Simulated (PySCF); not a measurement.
Isomers of C4H6F4O, one GFN2-xTB conformer each. Single-point energies are computed at PBE0/pcSseg-1 (PySCF, gas phase, no added dispersion term), electronic only.

Question: Rank them by PBE0/pcSseg-1 energy, lowest first (kcal/mol).
A. `[F:1][CH2:2][C@H:3]([F:4])[CH2:5][O:6][CH:7]([F:8])[F:9]` with F1–C2–C3–F4 -175°, C2–C3–C5–O6 -160°, C3–C5–O6–C7 81°, C5–O6–C7–F8 -84°
B. `[OH:1][C@@H:2]([CH2:3][F:4])[CH2:5][C:6]([F:7])([F:8])[F:9]` with H–O1–C2–C3 49°, O1–C2–C3–F4 -57°, O1–C2–C5–C6 173°
C. `[F:1][CH2:2][CH2:3][CH2:4][O:5][C:6]([F:7])([F:8])[F:9]` with F1–C2–C3–C4 68°, C2–C3–C4–O5 68°, C3–C4–O5–C6 176°
D. `[F:1][CH2:2][O:3][C@@H:4]([F:5])[CH2:6][CH:7]([F:8])[F:9]` with F1–C2–O3–C4 69°, C2–O3–C4–F5 69°, O3–C4–C6–C7 -179°, C4–C6–C7–F8 -67°
E. `[CH3:1][O:2][C@:3]([CH3:4])([F:5])[C:6]([F:7])([F:8])[F:9]` with C1–O2–C3–C4 180°
F. `[CH3:1][O:2][CH2:3][C@H:4]([F:5])[C:6]([F:7])([F:8])[F:9]` with C1–O2–C3–C4 177°, O2–C3–C4–F5 -85°

Answer: C (0.0), B (1.0), E (3.7), D (8.1), F (15.5), A (17.4).

Neighbours under 2.5 kcal/mol apart (FCCCOC(F)(F)F and O[C@@H](CF)CC(F)(F)F; COC[C@H](F)C(F)(F)F and FC[C@H](F)COC(F)F) can change places with a better method, another conformer or zero-point energy. GFN2-xTB itself gives, in the same order: 0.0, 9.8, 10.3, 8.4, 21.1, 14.6. Both levels put the same isomer lowest; measured from each level's own lowest isomer, the values differ by up to 8.8 kcal/mol (O[C@@H](CF)CC(F)(F)F: 9.8 against 1.0).

Which frontier levels, dipoles and rotational constants go with these structures?

```tsv
SMILES	HOMO (eV, PBE0/pcSseg-1)	LUMO (eV)	dipole (D)	A, B, C (MHz)
FCCCOC(F)(F)F	-9.44	1.40	2.81	3305, 763.1, 735.9
O[C@@H](CF)CC(F)(F)F	-8.39	1.41	0.87	2861, 912.4, 807.8
CO[C@](C)(F)C(F)(F)F	-8.79	1.86	1.36	2039, 1598, 1349
FCO[C@@H](F)CC(F)F	-9.56	1.57	2.11	3474, 700.1, 671.8
COC[C@H](F)C(F)(F)F	-7.98	1.35	2.77	2946, 905.6, 813.2
FC[C@H](F)COC(F)F	-8.98	1.30	3.02	2605, 828.8, 743.3
```

As an exercise, what shares would exp(−E/RT) give at 1000 K from these electronic energies alone (no entropy, no degeneracies)?

RT = 1.987 kcal/mol: FCCCOC(F)(F)F 56.2 %, O[C@@H](CF)CC(F)(F)F 34.0 %, CO[C@](C)(F)C(F)(F)F 8.7 %, FCO[C@@H](F)CC(F)F 1.0 %, COC[C@H](F)C(F)(F)F under 0.1 %, FC[C@H](F)COC(F)F under 0.1 %.
